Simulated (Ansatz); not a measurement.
C3H5 (SMILES [CH-]1CC1), charge -1, singlet, geometry from GFN2-xTB (a gas-phase anion, which may not be bound at this level), with bond 6-2 at 2.4 times its length; CASSCF(4,5)/6-31G (Ansatz, a first-principles code).

Here is a job for Ansatz.
Ansatz 0.2 input:
```yaml
crystal:
  periodic: [false, false, false]
  atoms:
    - {symbol: C, position_ang: [-0.01075075, 0.96016996, 0.09341244]}
    - {symbol: C, position_ang: [0.75577748, -0.34450835, 0.02662440]}
    - {symbol: C, position_ang: [-0.74825136, -0.36088374, 0.02184688]}
    - {symbol: H, position_ang: [-0.01259673, 1.43179750, -0.94199642]}
    - {symbol: H, position_ang: [1.25539163, -0.74361368, -0.87634220]}
    - {symbol: H, position_ang: [1.96989714, -1.22021877, 2.19384718]}
    - {symbol: H, position_ang: [-1.25179611, -0.73675342, 0.92164993]}
    - {symbol: H, position_ang: [-1.23331166, -0.77070990, -0.88424753]}
basis:
  gaussian:
    orbitals: 6-31G
hamiltonian:
  xc: hf
total_charge: -1
magnetization: {spin_polarized: false}
correlation: {active_space: {window: {electrons: 4, orbitals: 5}}}
```

Problem. What does Ansatz print? Leave out banner, timings and long lists.

Solution. 
```
Functional definition: HF
541 factors; integrals over basis functions are off by at most 2.2e-4 eV
mean field evaluation 1: about -3156.8971 eV, gradient 2.5e1 eV
mean field evaluation 2: about -3156.8986 eV, gradient 2.5e1 eV
mean field evaluation 4: about -3159.6687 eV, gradient 3.4e0 eV
mean field evaluation 8: about -3159.7378 eV, gradient 1.5e-1 eV
mean field evaluation 16: about -3157.2391 eV, gradient 2.8e1 eV
mean field -3159.73745383 eV, -116.1182096812 hartree, gradient 1.7e-6 eV, S^2 0.000000; 2 other end points of the search recorded, 0 dependent functions left out
reference -3159.73745383 eV, -116.1182096812 hartree; 12, 12 occupied and 25, 25 virtual orbitals, 541 factors
state -3161.78638419 eV, -116.1935064832 hartree
Total energy: -3161.78638419 eV, -116.1935064832 hartree
```
